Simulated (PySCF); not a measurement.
Molecule: tiglic acid (SMILES C/C=C(\C)C(=O)O).

Geometry (Å), atoms numbered from 1 in this order:
```xyz
15

C    -2.0633    0.6030    0.0971
C    -0.5907    0.7834    0.1964
C     0.3542   -0.1593    0.1350
C     0.1439   -1.6308   -0.0493
C     1.7793    0.2177    0.2561
O     2.6981   -0.5644    0.2130
O     1.9949    1.5376    0.4230
H    -2.4461    1.1894   -0.7382
H    -2.5374    0.9809    1.0028
H    -2.3521   -0.4336   -0.0419
H    -0.2729    1.8083    0.3340
H     0.5734   -2.1678    0.7948
H     0.6707   -1.9638   -0.9419
H    -0.9058   -1.8867   -0.1382
H     2.9494    1.6941    0.4931
```

Frames of a GFN2-xTB Langevin trajectory at 300 K; GIAO PBE0/pcSseg-1 shieldings in PySCF 2.14.0 with density-fitted response routines, gas phase, non-relativistic; equivalent atoms averaged within each frame.

References, each an isolated molecule treated in the same way: ¹³C (σref 186.93) and ¹H (σref 31.72) vs TMS; H2O for ¹⁷O (σref 336.08). The references are static minima.

How do the shifts (ppm) fluctuate along the trajectory?

Answers


```tsv
time (fs)	C5	C2	C3	C1	C4	O6	O7	H11	H15	H8/H9/H10
optimised geometry	171.5	148.1	133.4	18.4	14.6	426.7	196.2	7.33	5.81	2.04
250	174.2	147.0	135.6	19.6	13.1	440.8	185.4	6.91	6.88	2.82
425	171.7	150.8	144.1	18.8	16.7	447.6	193.1	7.45	6.79	3.24
625	170.9	156.8	132.7	20.5	13.9	435.5	204.4	8.15	6.75	2.77
800	170.2	160.5	137.1	17.3	14.2	439.8	202.8	8.22	5.81	2.15
1000	169.7	155.9	141.3	19.6	10.6	430.4	172.3	7.79	6.55	2.57
mean of frames	171.4	154.2	138.2	19.2	13.7	438.8	191.6	7.71	6.56	2.71
standard deviation	1.8	5.3	4.5	1.2	2.2	6.4	13.3	0.54	0.43	0.39
```

5 frames give an uncertainty of the mean of about the standard deviation over 2.2 at best, since frames this close in time may not be independent; classical motion lacks zero-point vibration, and the reference would need the same averaging.
